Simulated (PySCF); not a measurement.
SbClBr2, SMILES [Br][Sb]([Cl])[Br].

Coordinates come from a r2SCAN-D4/def2-SVP optimisation. The structure was generated by enumeration; whether it is a known compound was not checked. The def2 effective core potentials stand for the cores of Sb; spin–orbit coupling is left out.

Method: r2SCAN/def2-TZVP run with PySCF.

Symmetry labels are those of the subgroup Cs that the program uses (full group Cs).

Computed valence orbital energies around the gap with their symmetry:
| orbital | symmetry | energy (eV) |
|---|---|---|
| HOMO−7 | A" | -10.15 |
| HOMO−6 | A' | -9.36 |
| HOMO−5 | A" | -8.52 |
| HOMO−4 | A' | -8.32 |
| HOMO−3 | A' | -7.97 |
| HOMO−2 | A" | -7.80 |
| HOMO−1 | A" | -7.67 |
| HOMO | A' | -7.52 |
| LUMO | A' | -2.92 |
| LUMO+1 | A" | -2.83 |
| LUMO+2 | A' | -2.72 |
| LUMO+3 | A" | 2.64 |
